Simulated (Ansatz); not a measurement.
Total energies of BFH2SeSi (`FB1[SiH2][Se]1`).

```xyz
6

F     0.620    2.084   -1.061
B     0.315    1.065   -0.300
Si   -0.229   -0.780   -0.056
Se    0.223    0.794    1.602
H     0.710   -1.927   -0.084
H    -1.639   -1.236   -0.100
```

The species carries charge 0 and has multiplicity 1. Correlated methods include outer-core shells of Se, which these sets cover unevenly. Scalar relativity is left out up to krypton. Geometry: relaxed with PBE0-D4/def2-TZVP. Basis def2-TZVPP, Ansatz 0.2.0.

RPA on PBE orbitals: Hartree–Fock energy of these orbitals -2814.13010 Eh, correlation -1.15255 Eh (frozen core).

| functional | energy without D4 (Eh) | D4 term (kJ/mol) |
| --- | --- | --- |
| LDA (SPW92) | -2811.57543 | – |
| PBE | -2816.42691 | -14.3 |
| revPBE | -2816.77129 | -37.9 |
| BLYP | -2817.08321 | -31.2 |
| r2SCAN | -2816.97678 | -3.0 |
| B97M-V | -2816.53543 | – |
| PBE0 | -2816.53448 | -12.1 |
| B3LYP | -2817.12711 | -23.7 |
| r2SCANh | -2816.96527 | -3.3 |
| r2SCAN0 | -2816.94925 | -3.8 |
| HSE06 (plane-wave form) | -2816.52540 | -11.4 |
| BHLYP | -2817.00482 | -20.7 |
| CAM-B3LYP | -2817.15358 | -12.5 |
| LC-ωPBE | -2816.56322 | – |
| ωB97X-V | -2816.75886 | – |
| ωB97M-V | -2816.87663 | – |
| B2PLYP | -2816.49199 | – |
| PBE-QIDH | -2816.11366 | – |

B3LYP takes the VWN-RPA correlation (the form of Gaussian; ORCA's B3LYP/G). HSE06 is the plane-wave form, built on full-range PBE exchange. The double hybrids freeze the cores in their second-order part.

LC-ωPBE has ω = 0.4 bohr⁻¹.
